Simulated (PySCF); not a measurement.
## Relaxation of singlet PbCl2

Computed with PBE0/[Pb x2c-TZVPall, Cl x2c-TZVPall], spin-free X2C, density fitting, no spin–orbit coupling, PySCF. A (50,194) grid was used.

A hand-made linear start, of D∞h symmetry, held to at least that symmetry:

```xyz
3
charge 0 multiplicity 1, angstrom
Pb    0.0000    0.0000    0.0000
Cl    0.0000    0.0000    2.4300
Cl    0.0000    0.0000   -2.4300
```

Problem. What does it relax to?

Solution. It ends at D∞h with Pb–Cl 2.578 Å (×2); Cl–Pb–Cl 180.0° (after a last refinement on a finer grid). A frequency run shows 2 imaginary modes (one degenerate set), down to 111i cm⁻¹, so it is a higher-order saddle point. Other isomers or separated fragments may lie lower.

Problem. How much energy is released, and in how many steps?

Solution. 25.8 kJ/mol in 4 steps.

With an element this heavy the missing spin–orbit coupling can shift these numbers.
